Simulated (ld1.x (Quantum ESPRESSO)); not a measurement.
## lead (Pb): one change to a TM potential, before and after

ld1.x (Quantum ESPRESSO) 7.5 input, shortened:

```
&input
   title='Pb', zed=82., rel=1, dft='PBESOL', iswitch=3,
   config='[Xe] 4f14 5d10 6s2 6p1'
 /
 &inputp
   pseudotype=2, tm=.true., lloc=0,
   nlcc=.false.
 /
2
6P  2  1   1.00   0.00  2.75  2.75  0.0
6S  1  0   2.00   0.00  1.45  1.45  0.0
 &test
   configts(1)='6s2 6p1'
 /
```

Change: all radii scaled by about 1.07 (s 1.56, p 2.94 bohr).

Cutoffs: the cutoffs (Ry, on a coarse ladder) from which the occupation-weighted sum of valence levels, in a spherical-Bessel basis at the reference potential, stays within 10 and 1 mRy of its value at 400 Ry; they do not see the model core or the augmentation charge, which bear on the density cutoff. Errors are all-electron minus pseudo energies relative to the spin-unpolarised reference configuration.

Q: How do hardness, ghosts and transferability respond?

A: The potential gets softer (90 Ry and 180 Ry → 50 Ry and 140 Ry); both files keep a bound ghost (d); of the 7 tests that both files solve, the error grows in 0 and shrinks in 4 by more than 15 % and 0.3 meV (median size 33.6 → 25.8 meV). A larger radius leaves more room for a smooth pseudo-wave, so fewer plane waves are needed. That the errors move this way runs against the usual rule that smaller radii transfer better.

```tsv
quantity	base	changed
cutoff, loose	90 Ry	50 Ry
cutoff, tight	180 Ry	140 Ry
loose cutoff by channel (10 mRy a level)	p 8 Ry, s 40 Ry	p 8 Ry, s 35 Ry
bound ghosts	d	d
error for 6s2 6p2, meV [ΔE -6.60 eV]	+13	+11
error for 6s2 6p0, meV [ΔE 13.45 eV]	+34	+26
error for 6s1 6p0, meV [ΔE 45.93 eV]	+155	+110
error for 6s1 6p3, meV [ΔE 2.17 eV]	+52	+53
error for 6s0 6p4, meV [ΔE 11.31 eV]	+191	+162
error for 6s2 6p1.5, meV [ΔE -4.10 eV]	+5.3	+4.6
error for 6s2 6p2.3, meV [ΔE -7.40 eV]	+18	+16
```

 A true bound ghost makes a file unfit for plane-wave use even where its test errors are small: the radial tests pick states by their node count and pass the ghost by.
